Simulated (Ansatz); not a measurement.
System: C4H11Si (charge 0, doublet). SMILES: CC(C)(C)[SiH2]
Geometry from a B3LYP-D3(BJ)/def2-TZVP (Ansatz, a quantum-chemistry and plane-wave program) optimisation:
```xyz
16

C     -0.6926    -1.4584     0.5209
C      0.1788    -0.2515     0.1478
C      0.6934     0.4277     1.4289
C      1.3700    -0.7113    -0.7037
Si    -0.8603     1.0231    -0.8249
H     -1.0640    -1.9769    -0.3653
H     -1.5544    -1.1638     1.1239
H     -0.1092    -2.1764     1.1067
H      1.2949    -0.2823     2.0087
H      1.3249     1.2899     1.2057
H     -0.1259     0.7644     2.0671
H      2.0086     0.1268    -0.9915
H      1.9863    -1.4173    -0.1375
H      1.0432    -1.2137    -1.6164
H     -0.0321     2.2046    -1.1998
H     -2.0255     1.4826    -0.0163
```
Charge 0, spin multiplicity 2.

Quantity: atomisation energy, in kcal/mol. Set-up: frozen cores in correlated levels; atomisation electronic, to ground-state atoms; non-relativistic; six Cartesian d functions in 6-31G* and its kin unless marked 5d; no spin-orbit coupling; 6-311+G** with 5d, 6d on Na to Ar in Ansatz; LANL2DZ with its own core potentials from Na on; open shells spin-unrestricted. Basis-set limits of correlation are two-point, X^-3; Hartree-Fock from the larger set. [CCSD(T)-MP2]/basis is that difference in the basis named. Ab initio and DFT rows: single points at B3LYP-D3(BJ) geometries (Ansatz).

Coupled cluster (Ansatz) is a level with limits of its own, used here on species with T1 under 0.025 (0.045 for open shells) and stable references: RI-MP2/CBS(cc-pV(T+d)Z,cc-pV(Q+d)Z)+[CCSD(T)-MP2]/cc-pV(T+d)Z.

Value to compare with, RI-MP2/CBS(cc-pV(T+d)Z,cc-pV(Q+d)Z)+[CCSD(T)-MP2]/cc-pV(T+d)Z (Ansatz): 1412.5 kcal/mol.

| level | program | atomisation energy (kcal/mol) | difference |
|---|---|---|---|
| MP2/STO-3G | Ansatz | 1506.9 | 94.4 |
| MP2/3-21G | Ansatz | 1224.3 | -188.2 |
| MP2/LANL2DZ | Ansatz | 1210.2 | -202.3 |
| MP2/6-31G* | Ansatz | 1294.0 | -118.5 |
| MP2/6-311+G** | Ansatz | 1347.9 | -64.6 |

Among the 5 habitual levels, MP2/LANL2DZ lies farthest from RI-MP2/CBS(cc-pV(T+d)Z,cc-pV(Q+d)Z)+[CCSD(T)-MP2]/cc-pV(T+d)Z (Ansatz) (-202.3 kcal/mol) and MP2/6-311+G** nearest (-64.6); 1 of 5 lie above it, and their mean absolute difference is 133.6 kcal/mol, the median 118.5. One case shows no general order.

The sets are all those run for this method; left out are runs that failed, that the program found above a lower state of the same kind, or whose <S^2> lies over 0.5 above the pure value.
